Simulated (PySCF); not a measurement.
A structure optimised at PBE-D3(BJ)/def2-SVP, used in a PySCF frequency run:

```
B
O 1 1.3548
H 2 0.9771 1 110.98
O 1 1.3632 2 121.85 3 0.00
H 4 0.9735 1 112.89 2 -180.00
I 1 2.1763 2 117.15 3 180.00
```
Charge 0, spin multiplicity 1.

Q: Write its SMILES, formula and point group.

A: OB(O)I, BH2IO2, Cs

Q: What are its rotational constants (standard atomic weights)?

A: 10.073, 2.0719, 1.7184 GHz
